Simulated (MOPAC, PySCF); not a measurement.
[Ta(OH)(NH2)4], neutral singlet in the gas phase. 

Cartesian coordinates (Å):
```xyz
15

Ta    -0.0269     0.0453     0.1816
O      0.2149     1.2051    -1.3593
H      0.5735     1.3943    -2.2390
N     -1.1066    -1.3245    -0.8399
H     -1.1466    -2.3338    -0.6719
H     -1.7689    -1.0679    -1.5813
N     -0.1345    -1.3118     1.7026
H     -0.8604    -2.0306     1.8116
H      0.5505    -1.4282     2.4593
N     -1.0713     1.4904     1.1046
H     -1.4760     1.4331     2.0429
H     -1.2498     2.4074     0.6818
N      1.9593    -0.0306     0.5576
H      2.4674    -0.7786     1.0379
H      2.5893     0.7602     0.3801
```
Charge 0, spin multiplicity 1.

All levels are single points at this geometry (BP86-D3(BJ)/def2-SVP); Pople sets use spherical d functions. Orbital energies aren't observables, and empty levels follow the basis.

TPSSh-D3(BJ)/def2-TZVP in PySCF gives HOMO (eV) = -5.72.

Task: Estimate the HOMO (eV) from each of these levels: B3LYP/6-311+G** (LANL2DZ on Ta) in PySCF; M06-2X/6-31G* (LANL2DZ on Ta) in PySCF; PBE/6-31G* (LANL2DZ on Ta) in PySCF; SVWN5/6-31G* (LANL2DZ on Ta) in PySCF; PM6 in MOPAC.

Result: 
```csv
level,HOMO (eV)
B3LYP/6-311+G** (LANL2DZ on Ta) in PySCF,-6.35
M06-2X/6-31G* (LANL2DZ on Ta) in PySCF,-7.50
PBE/6-31G* (LANL2DZ on Ta) in PySCF,-4.67
SVWN5/6-31G* (LANL2DZ on Ta) in PySCF,-4.78
PM6 in MOPAC,-6.75
```
